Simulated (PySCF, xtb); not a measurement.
C₃H₈FNSi, SMILES [C@@H](F)([SiH3])/C=N/C. One conformer was computed; it need not be the lowest.

Harmonic wavenumbers (cm⁻¹) from xtb 6.7.1 with GFN2-xTB at its own minimum, in rising order: 57, 100, 118, 189, 201, 236, 325, 442, 469, 548, 570, 692, 743, 761, 780, 893, 1018, 1037, 1083, 1107, 1128, 1157, 1244, 1330, 1393, 1460, 1476, 1744, 2286, 2289, 2329, 2829, 2883, 2933, 2980, 2996.

What does PySCF with PBE-D3(BJ)/def2-SVP give at its own minimum? (The exact figures need the calculation; the answer reports its results.)

94, 113, 171, 195, 219, 248, 340, 431, 500, 559, 647, 718, 871, 894, 899, 923, 993, 1028, 1060, 1087, 1109, 1193, 1253, 1308, 1362, 1398, 1415, 1725, 2165, 2186, 2201, 2902, 2907, 2923, 3015, 3037. Paired by order, the mean absolute difference is 44 cm⁻¹ and the zero-point energies are 62.7 and 63.0 kcal/mol.
